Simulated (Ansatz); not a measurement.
The cluster Zr4. Total charge 0; singlet. Geometry PBE0-D4/def2-SVP; atoms count from 1.

```xyz
4

Zr    0.741    1.146    0.008
Zr    1.445   -0.926   -1.458
Zr   -1.445    0.926    1.458
Zr   -0.741   -1.146   -0.007
```

In the def2 sets Zr takes a core potential; there is no spin–orbit coupling. The restricted singlet is unstable towards broken spin symmetry in Hartree–Fock (as tested in another run); at PBE0-D4/def2-TZVP this wasn't settled. No other spin state of charge 0 was run. Another isomer (quintet) lies 1.20 eV lower at PBE0-D4/def2-TZVP; other spin states weren't run for this one.

(1) Estimate the Mulliken populations from the PBE0/def2-TZVP orbitals of Ansatz.

(2) And the Mayer bond orders between bonded heavy atoms (over 0.3)?

Results:

(1) 
| atom | charge (e) | d electrons |
| --- | --- | --- |
| Zr1 | -0.01 | 2.90 |
| Zr2 | 0.01 | 2.61 |
| Zr3 | 0.01 | 2.61 |
| Zr4 | -0.01 | 2.90 |
Mulliken values and Mayer orders depend strongly on the basis.

(2) Zr1–Zr2 1.96 (2.63 Å); Zr1–Zr3 1.96 (2.63 Å); Zr1–Zr4 1.11 (2.73 Å); Zr2–Zr4 1.96 (2.63 Å); Zr3–Zr4 1.96 (2.63 Å). Values over 0.3 also appear between atoms too far apart for a bond (Zr2–Zr3 0.70 at 4.50 Å); they arise where an orbital or an unpaired electron spreads over both atoms.
